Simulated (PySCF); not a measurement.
# Identify the compound

An unknown has the formula C$_{5}$H$_{10}$NPSi$_{2}$. Its calculated NMR data are:

1H NMR (400 MHz, computed): δ 4.26 (m, 1H), 4.21 (m, 1H), 2.07 (s, 3H), 1.91 (m, 1H), 1.02 (m, 2H), 0.76 (br s, 2H).

13C{1H} NMR (computed): δ 114.0, 105.1, 89.8, 84.2, 6.0.

[PySCF 2.14: coordinates at the GFN2-xTB level; GIAO PBE0/pcSseg-1 shieldings; fast rotation and ring inversion assumed for equivalent nuclei; relativity neglected; single conformer; no solvent]

δ = σ(ref) − σ, references computed at the same level: 1H (σ = 31.72 ppm), 13C (σ = 186.93 ppm) vs TMS.

Deduce the structure.

Answers


1. 5 carbon signals for 5 carbons: no two carbons are equivalent.
2. Carbon types of the structure: 3 × C, 1 × CH, 1 × CH3, leaving 6 H on heteroatoms.
3. δC 114.0, 89.8, 84.2: alkyne carbon.
4. δC 105.1: terminal alkyne carbon.
5. δC 6.0: propargylic methyl carbon; a saturated carbon with 1 carbon neighbour and no heteroatom attached.
6. δH 4.26, 4.21: hydrogen on a silicon bonded to C, Si.
7. δH 1.91: hydrogen on a terminal alkyne carbon; it lies on the axis of the triple bond, in its shielding cone.
8. δH 1.02: hydrogen on a phosphorus bonded to Si.
9. δH 0.76: hydrogen on a nitrogen bonded to Si; labile proton, position sensitive to the medium.

Structure: SMILES C#C[SiH2][Si@](N)(P)C#CC.

The data come from this structure; uniqueness wasn't tested.

OH/NH shifts are gas-phase values; hydrogen bonding in solution moves them, usually downfield. Splittings by 31P in the carbon and heteronuclear signals aren't shown, as no couplings were computed. Shifts are as computed. Against solution values, carbons near 30 ppm lie about +3 ppm off and those near 130 ppm about +5 ppm. Of 1211 compounds with measured shifts, 218 miss one by over three times the rms of a fit or turn the order of signals round; such compounds aren't used in these exercises. No couplings were computed; multiplicities are counted from neighbouring protons, with m where these are inequivalent, close in shift, in a saturated or five-membered ring or joined by F or P, and br s for small geminal =CH2 splittings.
